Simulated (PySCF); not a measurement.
# Molecular orbitals of LiPb

UHF at R = 2.648 Å; PySCF, scalar-relativistic core potentials, basis sets Li aug-cc-pVDZ, Pb aug-cc-pVDZ-PP with ECP60. State: ⁴Σ⁻ (quartet), unpaired electrons σ ↑, π ↑↑. Only the outer orbitals are listed, counted within each symmetry, core potentials removing the inner ones.

```tsv
spin	orbital	occ.	ε (eV)	on Li (%)	main shells (%)
α	5σ	1	-16.68	14	86 Pb s
α	6σ	1	-7.19	42	56 Pb p, 34 Li s, 8 Li p
α	3π	1	-6.10	11	88 Pb p, 9 Li p
α	3π	1	-6.10	11	88 Pb p, 9 Li p
α	7σ	0	-0.40	94	56 Li s, 38 Li p
β	5σ	1	-12.40	13	88 Pb s
β	6σ	0	-0.37	98	64 Li s, 34 Li p
```

Task: Which are the highest filled and the lowest empty level, where do they sit, and how wide is the gap?

Result: Highest filled α 3π at -6.10 eV (in %: 88 Pb p, 9 Li p); lowest empty α 7σ at -0.40 eV (in %: 56 Li s, 38 Li p); the gap at UHF is 5.70 eV.

```
bond order (Mayer)                               : 1.14
⟨S²⟩                                             : 3.761
charge on Li (Mulliken, basis-dependent)         : 0.09
charge on Li (Löwdin, basis-dependent)           : 0.12
dipole moment (positive dipole means Li(−)Pb(+)) : -6.11 D
polarisability along the bond                    : 139.2 bohr³
polarisability across the bond                   : 110.7 bohr³
```

These are scalar-relativistic numbers at best; spin–orbit coupling would shift them, the dissociation energy most. The state is the lowest determinant that a PBE0 search found; another state may lie lower at other levels.
